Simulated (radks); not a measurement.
Excited configurations of Pr IV: one electron is placed in a higher orbital outside [Xe] 4f1. The ground configuration is [Xe] 4f2. Method: Dirac Kohn-Sham, PBE, spin-unpolarised, spherical densities, point nucleus; open shells are shared between the two j in proportion to 2j + 1; computed with a radial shooting solver on a logarithmic mesh with Libxc functionals. Excitation = E - E(ground); binding = E(ion) - E, where the ion is the core of charge +4; n* = 4/sqrt(2 binding) in atomic units, and the quantum defect is n - n*. Eigenvalue and <r> are those of j = l + 1/2.

outer orbital  excitation (eV)  binding (eV)     n*  quantum defect  eigenvalue (eV)  <r> (bohr)
5d                       8.243        30.696  2.663           2.337          -25.553       2.220
5f                      24.677        14.262  3.907           1.093          -11.786       4.190
6s                      12.323        26.616  2.860           3.140          -23.297       3.211
6p                      17.289        21.650  3.171           2.829          -18.659       3.751
6f                      29.541         9.398  4.813           1.187           -8.147       7.365
7s                      24.308        14.631  3.857           3.143          -13.059       5.758
7p                      26.354        12.585  4.159           2.841          -11.092       6.509
7d                      29.336         9.602  4.761           2.239           -8.466       8.048

The Delta-SCF ionisation energy is 38.939 eV (NIST Atomic Spectra Database: 38.98 eV, semi-empirical). Self-interaction in the functional shifts the binding energies and quantum defects, so they are the method's values and not measured ones. Spin polarisation and multiplet splitting are left out, so open shells lie too high by an amount that depends on their filling. Sharing an open shell by 2j + 1 raises it above the true ground level by a part of the spin-orbit splitting, which enters the differences from NIST.

Beside tabulated values, note that spin-unpolarised runs miss the spin-polarisation part of the exchange energy of open shells.
